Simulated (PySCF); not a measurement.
In(PH2)3 (H6InP3), SMILES [PH2][In]([PH2])[PH2]. Atoms are numbered in the order given.

```xyz
10

In     0.0106    -0.0017     0.0000
P      0.1103     2.5467     0.0000
H     -0.8609     2.6555     1.0451
H     -0.8609     2.6555    -1.0451
P     -0.1273    -1.2704     2.2069
H      0.8373    -0.4212     2.8356
H      0.8460    -2.2371     1.8012
P     -0.1273    -1.2704    -2.2069
H      0.8460    -2.2371    -1.8012
H      0.8373    -0.4212    -2.8356
```
Charge 0, spin multiplicity 1.

Coordinates come from a B3LYP-D3(BJ)/def2-SVP optimisation. The def2 effective core potentials stand for the cores of In; spin–orbit coupling is left out. One conformer was computed; it need not be the lowest.

Method: PySCF with PBE/def2-TZVP.

ESP charges are fitted to the potential on shells at 1.4 to 2.0 van der Waals radii. Atomic charges (e):

| atom | Löwdin | Mulliken | ESP fit |
|---|---|---|---|
| In1 | -0.24 | 0.51 | … |
| P2 | 0.01 | -0.35 | … |
| H3 | 0.04 | 0.09 | … |
| H4 | 0.04 | 0.09 | … |
| P5 | 0.01 | -0.35 | … |
| H6 | 0.04 | 0.09 | … |
| H7 | 0.03 | 0.09 | … |
| P8 | 0.01 | -0.35 | … |
| H9 | 0.03 | 0.09 | … |
| H10 | 0.04 | 0.09 | … |

**Question.** Complete the blanks. (An estimate is asked for; the answer gives what the named calculation found.)

**Answer.** 
- In1, ESP fit: 0.45
- P2, ESP fit: -0.32
- H3, ESP fit: 0.08
- H4, ESP fit: 0.08
- P5, ESP fit: -0.27
- H6, ESP fit: 0.07
- H7, ESP fit: 0.06
- P8, ESP fit: -0.27
- H9, ESP fit: 0.06
- H10, ESP fit: 0.07
